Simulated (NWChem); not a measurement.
System: TiN2H3F; SMILES [NH]=[Ti]([NH2])[F]

NWChem input:

```
start job
memory heap 200 mb stack 900 mb global 1100 mb
geometry units angstroms
  Ti    -0.324387    -0.122435    -0.005544
  N      0.163530    -0.687582    -1.531108
  H      0.817949    -0.584517    -2.307518
  F     -0.114893     1.611795     0.197359
  N      0.839309    -0.913227     1.242203
  H      1.196245    -0.234598     1.923066
  H      1.620687    -1.501345     0.942502
end
basis spherical
  * library def2-svp
end
dft
  xc pbe0
  iterations 150
end
driver
  maxiter 120
end
task dft optimize
task dft freq
```

The level has its own optimisation; frequencies are unscaled. Brackets give each atom's bonded neighbours.

### Question
Predict the main results of this run. (PBE0/def2-SVP.) Quantities: r N–Ti [N(HTi)–Ti(FNN)] (Å); r F–Ti (Å); r N–Ti [N(HHTi)–Ti(FNN)] (Å); r H–N [H(N)–N(HTi)] (Å); highest harmonic frequency (cm⁻¹); lowest (cm⁻¹); zero-point energy (kcal/mol); dipole (D).

### Answer
The r N–Ti [N(HTi)–Ti(FNN)] (Å) comes out as 1.663. The r F–Ti (Å) is 1.793. The r N–Ti [N(HHTi)–Ti(FNN)] (Å) is 1.884. The r H–N [H(N)–N(HTi)] (Å) is 1.019 and the highest harmonic frequency (cm⁻¹) is 3665. The lowest (cm⁻¹) is 37 and the zero-point energy (kcal/mol) is 25.7. The dipole (D) is 1.70.
